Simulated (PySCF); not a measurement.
F4H2OTi, multiplicity 1. Atoms are numbered in the order given.

```xyz
8

Ti    -0.2391     0.0096     0.0000
F      0.1745    -0.7818     1.5091
F      0.1745    -0.7818    -1.5091
F     -0.1649     1.7400     0.0000
F     -1.9504    -0.2500     0.0000
O      2.0475     0.1387     0.0000
H      2.3884    -0.3291    -0.7733
H      2.3884    -0.3291     0.7733
```

Geometry: PBE0-D3(BJ)/def2-SVP. The spin state was assumed, not searched.

Method: PBE/def2-TZVP in PySCF.

Atomic charges (e):

| atom | IAO | Löwdin | Mulliken |
|---|---|---|---|
| Ti1 | 1.53 | 0.29 | … |
| F2 | -0.43 | -0.16 | … |
| F3 | -0.43 | -0.16 | … |
| F4 | -0.39 | -0.12 | … |
| F5 | -0.38 | -0.11 | … |
| O6 | -0.66 | -0.12 | … |
| H7 | 0.38 | 0.18 | … |
| H8 | 0.38 | 0.18 | … |

Q: Complete the blanks. (Estimate from the structure and the level; the computed values follow.)

A: 
- Ti1, Mulliken: 1.40
- F2, Mulliken: -0.41
- F3, Mulliken: -0.41
- F4, Mulliken: -0.37
- F5, Mulliken: -0.35
- O6, Mulliken: -0.56
- H7, Mulliken: 0.35
- H8, Mulliken: 0.35
